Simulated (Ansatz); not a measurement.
Consider the formal exchange of groups at a Te–Si bond: `O[Si](O)(O)[TeH]` + `[SbH3]` → `[SbH2][TeH]` + `O[SiH](O)O`.

Gas-phase electronic energies from Ansatz, PBE0-D4/def2-TZVP geometries. CCSD(T)/CBS is the MP2 limit (def2-TZVPP, def2-QZVPP) plus CCSD(T) − MP2 in def2-TZVPP, frozen cores. Functionals use def2-TZVPP. B3LYP here is the variant with VWN-RPA as its local correlation; programs differ in this. Elements past krypton have def2 core potentials. For Sb, Te outer-core shells are correlated without core-valence functions, which leaves a few kJ/mol of doubt a bond. One conformer a species, not always the lowest.

(1) Is it downhill or uphill in electronic energy at CCSD(T)/CBS, and by how much? (Best estimate.)

(2) What do these levels give: PBE-D4, r2SCAN-D4, B3LYP-D4, ωB97X-V, PBE, PBE0, HF/def2-TZVPP, HF/def2-QZVPP, MP2/def2-QZVPP, SCS-MP2/def2-QZVPP, HF/CBS(def2), CCSD/CBS(def2)? (An estimate is asked.)

Largest T1 diagnostic among the species: 0.014.

## Answers

(1) Computed: Downhill: ΔE = -27.5 kJ/mol.

(2) Computed: PBE-D4 -19.6, r2SCAN-D4 -20.2, B3LYP-D4 -26.2, ωB97X-V -20.1, PBE -23.2, PBE0 -24.0, HF/def2-TZVPP -35.8, HF/def2-QZVPP -37.3, MP2/def2-QZVPP -28.2, SCS-MP2/def2-QZVPP -30.6, HF/CBS(def2) -37.5, CCSD/CBS(def2) -29.0 kJ/mol.

The D4 term adds +5.9 kJ/mol with B3LYP and +3.3 kJ/mol with PBE0; it sums over pairs of atoms, weighted by their polarisabilities, and B3LYP, whose exchange is more repulsive, gets the larger term. In def2-TZVPP, CCSD(T) changes the Hartree–Fock value by +16.0 kJ/mol (the triples alone add +1.5 kJ/mol) and MP2 by +12.5 kJ/mol.
